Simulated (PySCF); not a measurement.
## Re⁺ (rhenium, charge +1) across methods

[Xe] 4f14 5d5 6p1, high-spin 7P determinant (an excited configuration). All numbers are calculated (PySCF 2.14, a scalar-relativistic core potential, in aug-cc-pVDZ-PP with ECP60MDF).

```json
{"method": "PBE", "E (hartree)": "-78.0031", "mean ε 5p β (eV)": "-53.869", "mean ε 5d α (eV)": "-15.507", "mean ε 6p α (eV)": "-8.313", "Σ⟨r²⟩ (bohr²)": "47.41", "⟨S²⟩": "12.000"}
{"method": "r2SCAN", "E (hartree)": "-78.0226", "mean ε 5p β (eV)": "-54.455", "mean ε 5d α (eV)": "-15.843", "mean ε 6p α (eV)": "-8.373", "Σ⟨r²⟩ (bohr²)": "47.07", "⟨S²⟩": "12.001"}
{"method": "UHF", "E (hartree)": "-77.40857", "mean ε 5p β (eV)": "-61.745", "mean ε 5d α (eV)": "-21.075", "mean ε 6p α (eV)": "-10.300", "Σ⟨r²⟩ (bohr²)": "48.18", "⟨S²⟩": "12.002"}
{"method": "wB97X-V", "E (hartree)": "-77.9211", "mean ε 5p β (eV)": "-58.954", "mean ε 5d α (eV)": "-19.229", "mean ε 6p α (eV)": "-10.426", "Σ⟨r²⟩ (bohr²)": "47.54", "⟨S²⟩": "12.001"}
{"method": "revPBE", "E (hartree)": "-78.0501", "mean ε 5p β (eV)": "-53.879", "mean ε 5d α (eV)": "-15.469", "mean ε 6p α (eV)": "-8.278", "Σ⟨r²⟩ (bohr²)": "47.36", "⟨S²⟩": "12.001"}
{"method": "wB97X", "E (hartree)": "-77.9524", "mean ε 5p β (eV)": "-58.790", "mean ε 5d α (eV)": "-19.198", "mean ε 6p α (eV)": "-10.261", "Σ⟨r²⟩ (bohr²)": "47.57", "⟨S²⟩": "12.001"}
{"method": "LDA", "E (hartree)": "-77.7977", "mean ε 5p β (eV)": "-53.908", "mean ε 5d α (eV)": "-15.592", "mean ε 6p α (eV)": "-8.466", "Σ⟨r²⟩ (bohr²)": "47.41", "⟨S²⟩": "12.000"}
{"method": "B97-3", "E (hartree)": "-77.9721", "mean ε 5p β (eV)": "-56.408", "mean ε 5d α (eV)": "-16.908", "mean ε 6p α (eV)": "-8.750", "Σ⟨r²⟩ (bohr²)": "47.30", "⟨S²⟩": "12.000"}
{"method": "PBE0", "E (hartree)": "-77.9746", "mean ε 5p β (eV)": "-56.103", "mean ε 5d α (eV)": "-17.030", "mean ε 6p α (eV)": "-8.847", "Σ⟨r²⟩ (bohr²)": "47.40", "⟨S²⟩": "12.001"}
```

Energies and moments cover only the electrons outside the core potential. Spin-orbit coupling, absent here, splits the open shell strongly.
